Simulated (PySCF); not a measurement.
**Electron correlation in Li⁺ (lithium, charge +1)**

1s2, closed-shell 1S. All numbers are calculated (PySCF 2.14, the spin-free X2C one-electron Hamiltonian (Gaussian nucleus), in x2c-TZVPPall with one added diffuse shell each of s, p type (6s4p1d, 23 functions)). Frozen: nothing; 2 electrons correlated.

With two correlated electrons CCSD is exact within the correlated space (frozen core and kept virtual orbitals).

| level | correlation energy (mhartree) |
| --- | --- |
| CCSD | -34.32 |

Diagnostics: T1 = 0.00069, D1 = 0.0010, largest double amplitude 0.025.

**Question.** Is a single reference adequate?

**Answer.** Yes: T1 lies below 0.03 and no double amplitude reaches 0.07.

This basis was not built for core-valence correlation, so the inner-shell part is incomplete.
